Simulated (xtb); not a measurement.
xtb input (GFN-FF):

```bash
xtb mol.xyz --gfnff --opt tight --chrg 1 --uhf 0
```
mol.xyz:
```
6

C     -1.20549120    -0.27413528    -0.01142588
C      0.10214563     0.02322847     0.00096816
C      1.29544689     0.29459169     0.01227850
H     -1.60592350    -1.04784115     0.64194216
H     -1.88926277     0.25301671    -0.67507022
H      2.34257840     0.53271512     0.02220342
```

End of the output:

```
         :::::::::::::::::::::::::::::::::::::::::::::::::::::
         ::                     SUMMARY                     ::
         :::::::::::::::::::::::::::::::::::::::::::::::::::::
         :: total energy               0.222214711720 Eh    ::
         :: gradient norm              0.000355906900 Eh/a0 ::
         ::.................................................::
         :: bond energy               -1.247992846083 Eh    ::
         :: angle energy               0.000032479670 Eh    ::
         :: torsion energy             0.000000000000 Eh    ::
         :: repulsion energy           0.057590838331 Eh    ::
         :: electrostat energy         1.413873327870 Eh    ::
         :: dispersion energy         -0.001298539138 Eh    ::
         :: HB energy                  0.000000000000 Eh    ::
         :: XB energy                  0.000000000000 Eh    ::
         :: bonded atm energy          0.000009451071 Eh    ::
         :: external energy            0.000000000000 Eh    ::
         :: add. restraining           0.000000000000 Eh    ::
         :: total charge               1.000000000000 e     ::
         :::::::::::::::::::::::::::::::::::::::::::::::::::::

           -------------------------------------------------
          |                Property Printout                |
           -------------------------------------------------

molecular dipole:
                 x           y           z       tot (Debye)
 q only:       -0.232      -0.053      -0.002       0.604
           -------------------------------------------------
          |                Geometry Summary                 |
           -------------------------------------------------

      molecular mass/u    :       39.0560300
   center of mass at/Å    :        0.0243153       0.0055294       0.0002305
  moments of inertia/u·Å² :        0.1741338E+01   0.5196985E+02   0.5371119E+02
rotational constants/cm⁻¹ :        0.9680848E+01   0.3243733E+00   0.3138570E+00

 * 4 selected distances

     #   Z          #   Z                                           value/Å
     1   6 C        2   6 C                                       1.3165119 (max)
     2   6 C        3   6 C                                       1.2500361
     1   6 C        4   1 H                                       1.0812926 (min)
     1   6 C        5   1 H                                       1.0812926

 * 2 distinct bonds (by element types)

   Z      Z             #   av. dist./Å        max./Å        min./Å
   1 H    6 C           2     1.0812926     1.0812926     1.0812926
   6 C    6 C           2     1.2832740     1.3165119     1.2500361

optimized geometry written to: xtbopt.xyz

           -------------------------------------------------
          | TOTAL ENERGY                0.222214711720 Eh   |
          | GRADIENT NORM               0.000355906900 Eh/α |
           -------------------------------------------------
########################################################################
[WARNING] Runtime exception occurred
-1- gfnff_setup: Could not read topology file.
########################################################################
Note: The following floating-point exceptions are signalling: IEEE_UNDERFLOW_FLAG IEEE_DENORMAL
normal termination of xtb

------------------------------------------------------------------------
------------------------------------------------------------------------
 total:
 SCF:
 ANC optimizer:
```

It need not be the lowest isomer of its formula.
